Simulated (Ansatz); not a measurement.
Born–Oppenheimer molecular dynamics of BrFH$_{4}$Si (7 atoms, charge 0, multiplicity 1). It starts at the highest image of a converged band. Of that band: A vibrational analysis at the climbing image gives 2 clearly imaginary modes (288i, 104i cm⁻¹): a point of higher order, so a lower path passes nearby.

Level of theory: RKS BHLYP/def2-SVP in Ansatz 0.2.0.

```json
{
 "ensemble": "NVE (velocity Verlet)",
 "time step": "0.5 fs",
 "steps asked": "200",
 "starting velocities drawn for": "100 K",
 "seed": "10976"
}
```

First frame:

```xyz
7
Properties=species:S:1:pos:R:3
Si -0.162 0.000 -0.095
F -0.121 0.001 1.890
H 1.304 0.000 0.116
H -0.470 1.266 -0.771
H -0.470 -1.266 -0.770
Br -2.610 0.001 0.818
H -1.102 -0.001 2.025
```

Task: What does the run give?

Result: All steps were run.

| Property | Result |
| --- | --- |
| steps done | 200 |
| time covered | 100 fs |
| mean temperature over the second half | 356 K |
| spread of the potential energy over the second half | 34.7 meV per atom |
| mean potential energy of the second half above the start | -23.6 meV per atom |

The conserved energy stayed within 0.052 meV per atom of its start (net change -0.00014 meV per atom), so the integration is sound. The kinetic energy rose, since the run started high on the potential surface and went downhill. It ends in pieces (BrH3Si + FH), so much of that is their flight and rotation, not heat. A run of 0.1 ps of so small a system gives no equilibrium averages. The orbitals stay closed-shell, which can raise the energy where a bond breaks towards radicals; this wasn't checked here.

Task: What happens to the structure?

Result: Between its relaxed ends the band would form Si1–Br6, F2–H7 and break Si1–F2, Br6–H7. These pairs go: Si1–Br6 2.61 → 2.40 Å, F2–H7 0.99 → 0.92 Å, Si1–F2 1.99 → 2.40 Å, Br6–H7 1.93 → 2.35 Å. In the last frame they stand as after the step (other bonds may differ from the relaxed reactants and products). It ends as BrH3Si + FH. Pairs count as bonded within 1.25 times the sum of covalent radii (0.12 Å more for H–H). The details hang on the random start.

Task: How do temperature and energy run in time?

Result: 
```tsv
time (fs)	T (K)	potential energy less start (eV)	conserved less start (meV/atom)
0	100	0.000	0.00
6	62	0.025	0.01
12	28	0.047	0.04
18	43	0.037	0.05
24	42	0.038	0.04
30	51	0.032	0.02
36	56	0.028	0.01
42	78	0.014	0.01
48	80	0.013	0.02
54	40	0.039	0.04
60	49	0.034	0.05
66	87	0.008	0.03
72	160	-0.039	0.01
78	235	-0.087	0.01
84	359	-0.167	0.03
90	666	-0.365	0.04
96	1054	-0.616	0.04
```

Run time: 5.6 min on 2 threads of Arm Neoverse V2, with other jobs on the host, peak memory 0.16 GiB.
